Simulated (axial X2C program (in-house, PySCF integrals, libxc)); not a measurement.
## Nuclear properties of GaIn

Calculated with an in-house all-electron X2C program for linear molecules (integrals from PySCF): two-component X2C with atomic mean-field Coulomb and Gaunt terms, Gaussian nuclei, basis In dyall-cv3z, Ga dyall-cv3z with contracted cores.

R = 2.620 Å (near the PBE0 minimum at charge 0 of the determinant lowest at the starting distance; the state shown can have its own minimum elsewhere).

Determinant lowest in the PBE0 search, Ω = 1 (⟨Sz⟩ = 0.98, ⟨Lz⟩ = 0.02 at PBE0), spin on the atoms In 0.47, Ga 0.51:

```csv
level,Eeff magnitude (GV/cm),Ws magnitude In (kHz),A∥/gI In (MHz),qzz In (a.u.),A∥/gI Ga (MHz),qzz Ga (a.u.),μ (D)
PBE0,1.57,0.763,-470,1.69,-155,1.06,-0.48
HF,9.47,5.18,-318,-1.15,76.6,-0.45,-0.36
LDA,1.02,0.453,-444,1.89,-128,1.12,-0.37
TPSSh,1.07,0.497,-428,1.79,-153,1.14,-0.54
PBE,0.909,0.418,-440,1.79,-168,1.10,-0.47
```

Determinant 0.07 eV from it at PBE0 and this distance, Ω = 2 (⟨Sz⟩ = 0.99, ⟨Lz⟩ = 1.01 at PBE0), spin on the atoms In 0.46, Ga 0.53:

| level | Eeff magnitude (GV/cm) | Ws magnitude In (kHz) | Ws magnitude Ga (kHz) | A∥/gI In (MHz) | qzz In (a.u.) | A∥/gI Ga (MHz) | qzz Ga (a.u.) | μ (D) |
| --- | --- | --- | --- | --- | --- | --- | --- | --- |
| PBE0 | 3.57 | 1.32 | 0.181 | 103 | -3.63 | 57.1 | -1.91 | -0.27 |
| HF | 6.3 | 2.24 | 0.26 | -68.6 | -3.94 | -30.7 | -1.96 | -0.30 |
| LDA | 3.28 | 1.18 | 0.144 | 211 | -3.47 | 107 | -1.89 | -0.18 |
| TPSSh | 3.33 | 1.26 | 0.189 | 124 | -3.60 | 79.4 | -1.92 | -0.29 |
| PBE | 3.03 | 1.13 | 0.158 | 149 | -3.47 | 78.7 | -1.88 | -0.24 |

Eeff is the effective electric field on the electron electric dipole moment in this Ω state and Ws the scalar–pseudoscalar constant of the nucleus named (defined with the proton number Z and per Ω); A∥ (defined per Ω) follows by multiplying with gI = μI/(I μN); qzz is the electric field gradient, eQq0 = 234.96 MHz × Q/barn × qzz; μ is positive if the Ga end (last atom) is positive. The operators were transformed with the bare-nucleus X2C matrices; with these basis sets, hyperfine constants and field gradients can be off by tens of per cent, and where levels differ in sign neither size nor sign is settled.

(1) With gI(115In) = 1.2313 (g factors from the IAEA table of nuclear moments by Stone), turn the PBE0 values of the first state into constants in MHz.

Each state is one determinant with collinear spin, which with several unpaired electrons need not be a pure state. Unrestricted Hartree–Fock can overshoot spin polarisation at the nuclei. With several open shells hyperfine constants can be off by a factor of several. Where Eeff spreads by more than a factor of two the levels disagree and none is to be relied on. Open-shell Ω = 0 determinants with evenly filled partner blocks cannot be reached by this program, so the Ω shown need not be the lowest component. States lie within half an eV, so the first need not be the ground state. Further determinants of the search, some of them spin-mixed, are not shown. Where a field gradient or hyperfine factor spreads by more than a factor of two over the levels, a constant derived from it is not to be relied on. PBE0 term energies can be off by some tenths of an eV.

Answers

(1) A∥(115In) = -470 × 1.2313 = -579 MHz.
